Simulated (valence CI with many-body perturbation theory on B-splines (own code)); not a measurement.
Results of a calculation; reference values are marked as such.
# A CI+MBPT run for Sr VIII

The program does CI of the valence electrons with many-body perturbation theory for a frozen closed Dirac-Fock core.

Command, and the settings that its task file holds:

```sh
python run_cv.py task.json out
```

```
atom Sr  Z=38  mass_number=88  rms_radius_fm=4.2240
core [Ar] 3d10 4s1
valence 4s2 4p1
avg = 1
basis = S
breit = 1
cap = 10000
capref = 1200
cscale = 1
de = 0.0
dress = 0
eps = 2e-08
extrap = 1
h = 0.27
hh = 1
l2 = 3
lcore = 6
maxit = 60
n2 = 5
natural = 1
nlev = 21
nno = [3, 3, 3, 2, 1]
nroot = 26
nsp = [3, 3, 2, 1, 0]
pt2 = 1
qed = 1
rpa = 1
s1 = 1
s2 = 1
s3 = 1
screen = 1
tol = 2e-05
whole = 1
```

(1) What became of the run, and why?

Answers

(1) It gave no result: the perturbation theory needs a core of closed shells. The program said: "the core must hold closed shells only".
